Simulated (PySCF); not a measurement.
The same groups moved round the core (propene cyano+boryl). All species are isolated molecules in the gas phase. One relaxed conformer stands for each flexible species; it need not be the lowest. Strings in code marks are SMILES.

All values below come from PBE-D3(BJ)/def2-TZVP // CAM-B3LYP-D3(BJ)/def2-TZVP run with PySCF 2.14.0. All candidates: neutral, multiplicity 1. 

```json
{
 "HOMO–LUMO gap": "3.72 eV",
 "LUMO": "-3.56 eV",
 "HOMO": "-7.28 eV"
}
```

Q: Name which member has these values.
A. `B/C=C\CC#N`
B. `B/C(C#N)=C/C`
C. `BC/C=C\C#N`
D. `BCC(=C)C#N`

A: B, `B/C(C#N)=C/C`. The others give `BC/C=C\C#N`: 3.94 eV, -2.83 eV, -6.77 eV; `BCC(=C)C#N`: 4.05 eV, -2.83 eV, -6.89 eV; `B/C=C\CC#N`: 4.14 eV, -3.56 eV, -7.70 eV
